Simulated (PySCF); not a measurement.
**Excitation energies in several basis sets**

Species: C2H5ClGeS.
SMILES: `[Cl][GeH2][S]C=C`

TDDFT with PBE0 (PySCF), vertical singlets, core orbitals frozen in the response, spherical d and f functions. The structure is a single PBE0-D3(BJ)/def2-SVP conformer in the gas phase; no vibrational or solvent corrections. The PBE0/6-31G* calculation is non-relativistic and has no spin–orbit coupling, an omission that weighs most on germanium.

Question: Compare 6-31G*, def2-SVP, def2-SVPD, aug-cc-pVDZ, def2-TZVP and def2-TZVPD for this molecule.

Answer: 

```csv
basis,functions,diffuse,S1 (eV),S2 (eV),S3 (eV),S4 (eV),S5 (eV),LUMO (eV),α (au)
6-31G*,106,no,4.98,5.60,6.32,6.57,6.77,-0.56,72.4
def2-SVP,121,no,5.20,5.66,6.45,6.67,6.86,-0.43,72.6
def2-SVPD,172,yes,4.89,5.43,6.08,6.22,6.34,-0.90,90.1
aug-cc-pVDZ,181,yes,4.84,5.37,5.89,5.99,6.17,-0.93,91.0
def2-TZVP,214,no,4.95,5.48,6.16,6.44,6.59,-0.73,84.6
def2-TZVPD,265,yes,4.86,5.37,5.93,6.05,6.26,-0.88,91.6
```

States are compared by their number. Against the largest diffuse basis here (def2-TZVPD, itself not a converged limit), sets without diffuse functions differ by up to 0.35 eV in S1 and 0.60 eV in S5; the smaller diffuse sets differ by up to 0.03 and 0.09 eV. State by state, the largest deviation of a set without diffuse functions is S1 0.35, S2 0.29, S3 0.51, S4 0.62, S5 0.60 eV. The same number needn't mean the same state in each row. Against def2-TZVPD the polarisability deviates by -21% in 6-31G*, -21% in def2-SVP, -2% in def2-SVPD, -1% in aug-cc-pVDZ, -8% in def2-TZVP.
